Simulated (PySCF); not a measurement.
Electron correlation in Hg⁺ (mercury, charge +1)

[Xe] 4f14 5d10 6s1, 2S determinant. Computed with PySCF 2.14 in cc-pVDZ-PP with ECP60MDF (4s4p3d1f, 38 functions), with scalar relativity through the core potential. Frozen: 5s2 5p6; 11 electrons correlated.

MP2 pair energies summed by pair of shells (mhartree):

| pair | energy | share (%) |
| --- | --- | --- |
| 5d-5d | -248.35 | 85.2 |
| 5d-6s | -43.06 | 14.8 |

Total MP2 correlation energy: -291.41 mhartree.

Same-spin part -106.43 and opposite-spin part -184.97 mhartree; SCS-MP2 scales them by 1/3 and 6/5 to -257.45 mhartree.

| level | correlation energy (mhartree) |
| --- | --- |
| CCSD | -276.00 |
| (T) | -3.02 |
| CCSD(T) | -279.02 |

Diagnostics: T1 = 0.0058, D1 = 0.0237, largest double amplitude 0.024.

Cost of the coupled-cluster step: 0.69 s of wall time on 1 thread of Intel(R) Xeon(R) Platinum 8375C CPU @ 2.90GHz (shared host), for 11 correlated electrons.

Iterations:

```
CC2 = 0
CCSD nocc = (np.int64(6), np.int64(5)), nmo = (34, 34)
frozen orbitals [[0, 1, 2, 3], [0, 1, 2, 3]]
max_cycle = 100
direct = 0
conv_tol = 1e-08
conv_tol_normt = 1e-06
diis_space = 8
diis_start_cycle = 0
Init t2, MP2 energy = -0.291406325932821
Init E_corr(UCCSD) = -0.291406325952828
cycle = 1  E_corr(UCCSD) = -0.272247462792819  dE = 0.0191588632  norm(t1,t2) = 0.0348721
cycle = 2  E_corr(UCCSD) = -0.275769650304253  dE = -0.00352218751  norm(t1,t2) = 0.00761553
cycle = 3  E_corr(UCCSD) = -0.27586006629245  dE = -9.04159882e-05  norm(t1,t2) = 0.00265245
cycle = 4  E_corr(UCCSD) = -0.276010396585498  dE = -0.000150330293  norm(t1,t2) = 0.000432704
cycle = 5  E_corr(UCCSD) = -0.275998327543316  dE = 1.20690422e-05  norm(t1,t2) = 9.60953e-05
cycle = 6  E_corr(UCCSD) = -0.275998059080961  dE = 2.68462355e-07  norm(t1,t2) = 1.30202e-05
cycle = 7  E_corr(UCCSD) = -0.275998517619338  dE = -4.58538378e-07  norm(t1,t2) = 3.99814e-06
cycle = 8  E_corr(UCCSD) = -0.275998471930328  dE = 4.56890109e-08  norm(t1,t2) = 6.04069e-07
cycle = 9  E_corr(UCCSD) = -0.275998469846773  dE = 2.08355433e-09  norm(t1,t2) = 7.44058e-08
UCCSD converged
E(UCCSD) = -152.5007118479211  E_corr = -0.2759984698467732
UCCSD(T) correction = -0.0030176739371673
```
